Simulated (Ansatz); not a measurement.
A made-up structure of MgH₂Se, singlet:

Mg1  (-0.085, -0.817, 0.274)
Se2  (-0.412, 1.037, -1.256)
H3  (-1.256, 1.178, -2.500)
H4  (0.361, 1.901, -0.350)
(Å)

It is relaxed with PBE-D4/def2-SVP and then PBE0-D4/def2-TZVP (Ansatz 0.2.0). Atoms count as bonded within 1.22 times the sum of their covalent radii (H–H: 0.88 Å). The end point is not checked to be a true minimum.

**Question.** Does its bonding change? (Judge from chemistry; the calculation decides.)

**Answer.** The calculation gives: Yes. Formed: none; broken: Mg1–Se2.

Where it ends: The first stage lowers the energy by 1.57 eV in 9 steps. It ends as a complex of H₂Se + Mg:
Mg1  (0.291, -1.416, 1.112)
Se2  (-0.719, 0.907, -1.601)
H3  (-1.015, 1.972, -2.576)
H4  (0.051, 1.836, -0.768)
(Å)

For scale, one of the runs: PBE0-D4/def2-TZVP relaxation, 92 basis functions, launched by `ansatz run in.yaml --threads 2 --pin off --events-out ev --progress --plain --max-ram 4352MiB`. Hardware: 2 CPU threads of an Intel Xeon Platinum 8259CL, shared host. Wall time about 17 s.
